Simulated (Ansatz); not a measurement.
NaAlF₄. Total charge 0; singlet. Geometry r2SCAN-D4/def2-SVP; atoms count from 1.

```xyz
6

Na    1.2995   -1.4832    1.1883
Al   -0.3371    0.3847   -0.3083
F    -1.8314    0.8652    0.2520
F    -0.1955   -1.3545   -0.2982
F     0.8821    0.5706    0.9263
F     0.1825    1.0172   -1.7601
```

The structure comes from a short search, and lower isomers may exist.

Q: Estimate the Mulliken populations from the PBE0/def2-TZVP orbitals of Ansatz.

A: 
```tsv
atom	charge (e)
Na1	0.87
Al2	0.85
F3	-0.39
F4	-0.48
F5	-0.48
F6	-0.39
```
Mulliken values depend strongly on the basis.

Q: And the Mayer bond orders between heavy atoms (over 0.3)?

A: Al2–F3 1.06 (1.67 Å); Al2–F4 0.77 (1.75 Å); Al2–F5 0.77 (1.75 Å); Al2–F6 1.06 (1.67 Å).
